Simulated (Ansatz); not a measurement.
Consider the ligand exchange at the Sn–N bond: `C[NH][SnH]([Cl])[Cl]` + HCl → `[Cl][SnH]([Cl])[Cl]` + CH₃NH₂.

Program: Ansatz. Geometries: PBE0-D4/def2-TZVP. ΔE: electronic, gas phase. CCSD(T)/CBS adds triple-zeta CCSD(T) − MP2 to the extrapolated MP2 energy (def2 sets, frozen cores). This one scheme is used for every species. DFT in def2-TZVPP. HSE06 is defined as in plane-wave codes. def2 core potentials past Kr. For Sn outer-core shells are correlated without core-valence functions, which leaves a few kJ/mol of doubt a bond. Each species was taken in one conformer, which may not be the lowest.

`C[NH][SnH]([Cl])[Cl]`:

Cartesian coordinates in Å:
```
C -1.291 0.533 -0.512
N 0.045 0.893 -0.059
Sn 1.263 -0.536 0.620
Cl 0.077 -1.589 2.302
Cl 1.632 -2.190 -0.982
H -1.776 -0.090 0.243
H -1.315 -0.010 -1.464
H -1.896 1.438 -0.618
H 0.506 1.515 -0.710
H 2.755 0.036 1.181
```

HCl:

```xyz
2

Cl    0.043    0.259   -0.583
H    -0.043   -0.259    0.583
```

`[Cl][SnH]([Cl])[Cl]`:

```xyz
5

Cl   -0.930   -0.121   -2.039
Sn   -0.049    0.143    0.069
Cl    2.241    0.043   -0.124
Cl   -0.714   -1.665    1.325
H    -0.548    1.600    0.769
```

CH₃NH₂:

```xyz
7

C    -0.361    0.365    0.243
N     0.720   -0.297   -0.467
H    -1.111   -0.305    0.689
H    -0.882    1.041   -0.439
H     0.055    0.979    1.045
H     0.357   -0.863   -1.222
H     1.223   -0.921    0.150
```

```
          level  ΔE (eV)
        PBE0-D4    -0.85
       HSE06-D4    -0.85
        ωB97X-V    -0.82
           PBE0    -0.89
 MP2/def2-TZVPP    -0.73
CCSD/def2-TZVPP    -0.76
 MP2/def2-QZVPP    -0.75
   HF/CBS(def2)    -1.01
```

(1) What does CCSD(T)/CBS give? (Estimate.)

(2) What do rigid-rotor, harmonic-oscillator terms from PBE0-D4/def2-TZVP frequencies (298.15 K, 1 bar) make of the CCSD(T)/CBS value? (Estimate.)

Largest T1 diagnostic among the species: 0.012.

Answers

(1) The calculation gave: -0.77 eV. The listed levels differ from it by -0.08, -0.08, -0.05, -0.12, 0.04, 0.01, 0.02, -0.24 eV.

(2) Computed: ΔZPE = +0.12 eV, ΔH = -0.67 eV, ΔS = 6 J/(mol·K), ΔG = -0.69 eV. Modes under 50 cm⁻¹ make the entropy rough.

Leaving LDA and LC-ωPBE aside and taking each functional with its dispersion term where it has one, the values, not all of them listed here, spread over 0.10 eV, from B97M-V to BLYP-D4. LDA lies +0.10 eV from PBE without D4. The D4 term adds +0.07 eV with B3LYP and +0.04 eV with PBE0; it sums over pairs of atoms, weighted by their polarisabilities, and B3LYP, whose exchange is more repulsive, gets the larger term.

B3LYP here is the variant with VWN-RPA as its local correlation; programs differ in this.
